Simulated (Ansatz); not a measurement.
C2H5GaO (`[CH3][GaH][CH]=O`). Charge 0, multiplicity 1. Geometry: relaxed with PBE0-D4/def2-TZVP. It is one conformer, not always the lowest.

```xyz
9

C    -0.908    0.977    0.775
Ga    0.754    0.143    0.145
C     0.606   -1.488   -1.039
O     0.310   -1.221   -2.183
H    -0.779    2.040    0.985
H    -1.702    0.848    0.036
H    -1.235    0.487    1.697
H     2.180    0.772    0.354
H     0.775   -2.559   -0.768
```

**Question.** What is the dipole moment at r2SCAN/def2-TZVPP? (Estimate.)

**Answer.** The calculation gave: 2.38 D, with components (-0.16, -0.03, 2.37) D in this frame, pointing from negative to positive charge.

**Question.** And with PBE, B3LYP, ωB97M-V? (Estimate.)

**Answer.** Computed: PBE 2.25 D, B3LYP 2.50 D, ωB97M-V 2.56 D.

**Question.** Give the Mulliken charges with r2SCAN, ωB97M-V, B3LYP in def2-TZVPP. (An estimate is asked.)

**Answer.** Ansatz gave: 
| atom | r2SCAN | ωB97M-V | B3LYP |
| --- | --- | --- | --- |
| C1 | -0.30 | -0.47 | -0.38 |
| Ga2 | 0.30 | 0.32 | 0.29 |
| C3 | 0.11 | 0.01 | 0.05 |
| O4 | -0.29 | -0.28 | -0.27 |
| H5 | 0.08 | 0.12 | 0.11 |
| H6 | 0.08 | 0.13 | 0.11 |
| H7 | 0.07 | 0.11 | 0.09 |
| H8 | -0.07 | -0.03 | -0.06 |
| H9 | 0.03 | 0.08 | 0.07 |

B3LYP here is the variant with VWN-RPA as its local correlation; programs differ in this.
